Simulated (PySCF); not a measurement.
Stepwise substitution at one centre (B Br-CH3). All species are isolated molecules in the gas phase. Strings in code marks are SMILES.

Computed with PBE-D3(BJ)/def2-TZVP // B3LYP-D3(BJ)/def2-TZVP (PySCF). Excitations are Tamm–Dancoff values on a coarser integration grid. The basis has no diffuse functions, so Rydberg states are missing or too high.

```csv
species,brightest of the four lowest singlets (TDA) (eV),HOMO–LUMO gap (eV),LUMO (eV),S1 excitation (TDA) (eV)
0 of 3 Br replaced by CH3,5.54,4.07,-2.96,4.15
1 of 3 Br replaced by CH3,(withheld),4.45,(withheld),4.53
2 of 3 Br replaced by CH3,6.15,4.71,-1.87,(withheld)
```

Question: Complete the blanks.

Answer: 
- 1 of 3 Br replaced by CH3, brightest of the four lowest singlets (TDA) (eV): 5.66
- 1 of 3 Br replaced by CH3, LUMO (eV): -2.48
- 2 of 3 Br replaced by CH3, S1 excitation (TDA) (eV): 4.78
